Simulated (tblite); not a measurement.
2,3-dihydrobenzofuran, C₈H₈O.
Numbering: `[cH:1]1[cH:2][cH:3][c:4]2[c:5]([cH:6]1)[CH2:7][CH2:8][O:9]2` (hydrogens: H10 on C1; H11 on C2; H12 on C3; H13 on C6; H14, H15 on C7; H16, H17 on C8)

Computed with GFN2-xTB (tblite), gas phase: Langevin dynamics at 200 K from the optimised GFN2-xTB geometry, time step 0.5 fs, friction 0.01 fs⁻¹, 2000 steps.

Start geometry:
```
atom  x, y, z in Å
C1      2.145   -0.820   -0.209
C2      2.336    0.475    0.241
C3      1.262    1.316    0.496
C4     -0.009    0.817    0.281
C5     -0.210   -0.486   -0.174
C6      0.863   -1.312   -0.421
C7     -1.688   -0.716   -0.305
C8     -2.260    0.645    0.142
O9     -1.166    1.500    0.477
H10     2.997   -1.455   -0.397
H11     3.340    0.842    0.398
H12     1.403    2.324    0.848
H13     0.709   -2.322   -0.772
H14    -2.028   -1.529    0.338
H15    -1.969   -0.957   -1.331
H16    -2.897    0.556    1.028
H17    -2.834    1.134   -0.651
```

The statistics below take the 31 frames saved every 25 fs from 250 to 1000 fs; their kinetic temperature (all 3N coordinates) averages 208 K.

Problem. How do the bond lengths spread?

Solution. 
```json
{"bond": "C1–C2", "start (Å)": "1.385", "mean (Å)": "1.379", "standard deviation (Å)": "0.012", "shortest (Å)": "1.356", "longest (Å)": "1.410"}
{"bond": "C2–C3", "start (Å)": "1.388", "mean (Å)": "1.392", "standard deviation (Å)": "0.019", "shortest (Å)": "1.353", "longest (Å)": "1.426"}
{"bond": "C3–C4", "start (Å)": "1.382", "mean (Å)": "1.376", "standard deviation (Å)": "0.019", "shortest (Å)": "1.344", "longest (Å)": "1.406"}
{"bond": "C4–C5", "start (Å)": "1.394", "mean (Å)": "1.401", "standard deviation (Å)": "0.018", "shortest (Å)": "1.360", "longest (Å)": "1.435"}
{"bond": "C5–C6", "start (Å)": "1.376", "mean (Å)": "1.374", "standard deviation (Å)": "0.015", "shortest (Å)": "1.344", "longest (Å)": "1.417"}
{"bond": "C5–C7", "start (Å)": "1.501", "mean (Å)": "1.507", "standard deviation (Å)": "0.026", "shortest (Å)": "1.454", "longest (Å)": "1.554"}
{"bond": "C7–C8", "start (Å)": "1.543", "mean (Å)": "1.549", "standard deviation (Å)": "0.026", "shortest (Å)": "1.499", "longest (Å)": "1.592"}
{"bond": "C8–O9", "start (Å)": "1.429", "mean (Å)": "1.433", "standard deviation (Å)": "0.034", "shortest (Å)": "1.366", "longest (Å)": "1.493"}
{"bond": "C1–C6", "start (Å)": "1.390", "mean (Å)": "1.397", "standard deviation (Å)": "0.022", "shortest (Å)": "1.362", "longest (Å)": "1.447"}
{"bond": "C4–O9", "start (Å)": "1.358", "mean (Å)": "1.366", "standard deviation (Å)": "0.023", "shortest (Å)": "1.328", "longest (Å)": "1.423"}
{"bond": "C1–H10", "start (Å)": "1.080", "mean (Å)": "1.084", "standard deviation (Å)": "0.021", "shortest (Å)": "1.024", "longest (Å)": "1.135"}
{"bond": "C2–H11", "start (Å)": "1.080", "mean (Å)": "1.079", "standard deviation (Å)": "0.019", "shortest (Å)": "1.050", "longest (Å)": "1.122"}
{"bond": "C3–H12", "start (Å)": "1.078", "mean (Å)": "1.079", "standard deviation (Å)": "0.021", "shortest (Å)": "1.043", "longest (Å)": "1.138"}
{"bond": "C6–H13", "start (Å)": "1.080", "mean (Å)": "1.085", "standard deviation (Å)": "0.021", "shortest (Å)": "1.048", "longest (Å)": "1.120"}
{"bond": "C7–H14", "start (Å)": "1.091", "mean (Å)": "1.094", "standard deviation (Å)": "0.025", "shortest (Å)": "1.048", "longest (Å)": "1.153"}
{"bond": "C7–H15", "start (Å)": "1.091", "mean (Å)": "1.098", "standard deviation (Å)": "0.029", "shortest (Å)": "1.024", "longest (Å)": "1.140"}
{"bond": "C8–H16", "start (Å)": "1.094", "mean (Å)": "1.094", "standard deviation (Å)": "0.017", "shortest (Å)": "1.056", "longest (Å)": "1.123"}
{"bond": "C8–H17", "start (Å)": "1.095", "mean (Å)": "1.100", "standard deviation (Å)": "0.037", "shortest (Å)": "1.007", "longest (Å)": "1.171"}
```

Problem. Give the same statistics for bond angles, one of each kind among heavy atoms.

Solution. 
```csv
angle,start (°),mean (°),standard deviation (°),smallest (°),largest (°)
C2–C1–C6,120.6,120.5,2.3,115.3,125.7
C1–C2–C3,121.3,121.3,2.3,115.3,125.2
C2–C3–C4,117.7,117.4,2.6,112.4,123.5
C3–C4–C5,121.4,121.6,2.2,117.4,126.6
C3–C4–O9,125.4,125.3,2.0,121.4,131.1
C5–C4–O9,113.2,112.8,1.6,107.3,115.7
C4–C5–C6,120.5,120.2,1.6,117.4,123.3
C4–C5–C7,108.3,108.2,1.8,104.3,113.7
C6–C5–C7,131.3,131.2,2.1,127.7,136.1
C1–C6–C5,118.6,118.4,2.1,114.6,122.9
C5–C7–C8,101.8,101.5,1.8,98.4,104.7
C7–C8–O9,108.2,107.8,1.7,104.2,111.0
C4–O9–C8,108.5,108.3,1.4,105.0,111.7
```

Problem. How widely does the potential energy scatter, against a harmonic estimate?

Solution. Mean 0.38 eV above the start, standard deviation 0.085 eV, range 0.27 to 0.60 eV. For 45 classical harmonic modes at 200 K the canonical values are 45kT/2 = 0.39 eV and kT·√(45/2) = 0.082 eV.

The run is classical and short, so these are rough statistics of one trajectory.

What follows is the cost of the whole dynamics run. Hardware: one thread, Arm Neoverse V1 (aarch64), no GPU, shared host with 32 logical CPUs at a one-minute load of 18. Cost: 12 s wall, 0.18 GiB resident at most.
